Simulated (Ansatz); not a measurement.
`N[SiH2][SiH2][SiH3]` + NH₃ → `N[SiH2][SiH2]N` + SiH₄  (cleavage of the Si–Si bond)

Gas-phase electronic energies from Ansatz, PBE0-D4/def2-TZVP geometries. CBS: MP2 limit from def2 TZ/QZ plus the TZ coupled-cluster correction, frozen cores. This one scheme is used for every species. DFT in def2-TZVPP. B3LYP here is the variant with VWN-RPA as its local correlation; programs differ in this. One conformer a species, not always the lowest.

`N[SiH2][SiH2][SiH3]`:

```xyz
13

N     1.698   -0.121    2.200
Si    0.218    0.221    1.386
Si    0.454   -0.215   -0.900
Si   -1.575    0.141   -2.008
H     2.164   -0.999    2.038
H     1.825    0.181    3.153
H    -0.092    1.660    1.604
H    -0.977   -0.545    1.866
H     0.864   -1.637   -1.099
H     1.509    0.650   -1.498
H    -2.015    1.551   -1.827
H    -2.625   -0.754   -1.450
H    -1.448   -0.131   -3.465
```

NH₃:

Z-matrix (Å, degrees):
```
N
H 1 1.013
H 1 1.013 2 107.1
H 1 1.013 2 107.1 3 -114.5
```

`N[SiH2][SiH2]N`:

```xyz
12

N    -1.696   -0.653    0.384
Si   -0.147   -1.377    0.123
Si    1.300    0.446   -0.210
N     0.251    1.819   -0.275
H    -1.740    0.153    0.988
H    -2.513   -1.232    0.498
H     0.356   -2.257    1.225
H    -0.249   -2.250   -1.080
H     2.161    0.225   -1.415
H     2.239    0.644    0.930
H    -0.599    1.734   -0.812
H     0.635    2.748   -0.357
```

SiH₄:

```xyz
5

Si    0.000    0.000    0.000
H    -1.045   -0.761   -0.729
H    -0.157   -0.218    1.460
H    -0.140    1.447   -0.302
H     1.342   -0.467   -0.428
```

```
             level  ΔE (kJ/mol)
           PBE0-D4        -17.1
          B3LYP-D4        -31.1
               PBE        -13.6
            r2SCAN        -24.5
              PBE0        -18.1
    MP2/def2-TZVPP        -36.3
   CCSD/def2-TZVPP        -32.3
CCSD(T)/def2-TZVPP        -29.9
```

**Question.** What does CCSD(T)/CBS give? (Best estimate.)

**Answer.** Computed: -28.8 kJ/mol. The listed levels differ from it by 11.7, -2.3, 15.2, 4.3, 10.7, -7.5, -3.5, -1.1 kJ/mol.

Largest T1 diagnostic among the species: 0.012.

From PBE to PBE0 (25 % exact exchange), in def2-TZVPP and without D4, ΔE moves by −4.5 kJ/mol. In def2-TZVPP, CCSD(T) changes the Hartree–Fock value by +17.6 kJ/mol (the triples alone add +2.4 kJ/mol) and MP2 by +11.2 kJ/mol.
